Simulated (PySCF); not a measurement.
# Substituent effects on chemical shifts

Parent skeleton `[CH2:1]=[N:2][SiH:3]([NH2:4])[PH2:5]`; one hydrogen on atom 3 is replaced by X. Hydrogens on one atom are averaged.

[PySCF 2.14.0 with density-fitted response routines: shieldings: GIAO PBE0/pcSseg-1; structure optimised with GFN2-xTB; rapidly exchanging positions averaged; single conformer; non-relativistic Hamiltonian; no solvent model]

Scale: 13C (186.93 ppm) and 29Si (349.16 ppm) and 1H (31.72 ppm) against TMS; 15N (267.73 ppm) against NH3; 31P (318.38 ppm) against H3PO4 (reference shieldings calculated alike).

Known members:
```tsv
X	C1	N2	Si3	N4	P5	H(C1)	H(P5)
C2H5	172.4	440.1	7.3	34.3	-308.6	8.61	0.61
allyl	172.0	443.8	-3.6	33.4	-297.9	8.47	0.86
NHCH3	170.7	432.2	-6.7	31.6	-304.9	8.43	0.81
CH2SiH3	172.3	440.9	4.8	40.2	-300.9	8.50	0.73
NMe2	165.4	437.1	-12.7	40.5	-308.6	8.25	0.92
```

Four more derivatives gave (δ, ppm):
| compound | C1 | N2 | Si3 | N4 | P5 | H(C1) | H(P5) |
| --- | --- | --- | --- | --- | --- | --- | --- |
| 1 | 173.1 | 437.8 | 6.5 | 32.6 | -307.9 | 8.53 | 0.64 |
| 2 | 177.0 | 433.7 | -16.4 | 32.9 | -289.6 | 8.95 | 1.49 |
| 3 | 172.0 | 436.0 | -8.1 | 31.5 | -331.2 | 8.59 | 0.71 |
| 4 | 172.1 | 438.4 | -9.1 | 40.4 | -302.7 | 8.47 | 1.07 |

Their substituents are CH2CN, N=CH2, NHSiH3, iPr. Which is which?

Answers

1: X = iPr (C=N[Si@](N)(P)C(C)C); 2: X = CH2CN (C=N[Si@](N)(P)CC#N); 3: X = N=CH2 (C=N[Si](N)(P)N=C); 4: X = NHSiH3 (C=N[Si@@](N)(P)N[SiH3]).

Experimental scales use liquid or dissolved standards, which lie at an offset from isolated NH3 (liquid NH3: subtract about 20 ppm) and H3PO4. Unscaled 15N shifts of sp2 nitrogen come out 20 to 40 ppm too high even then.
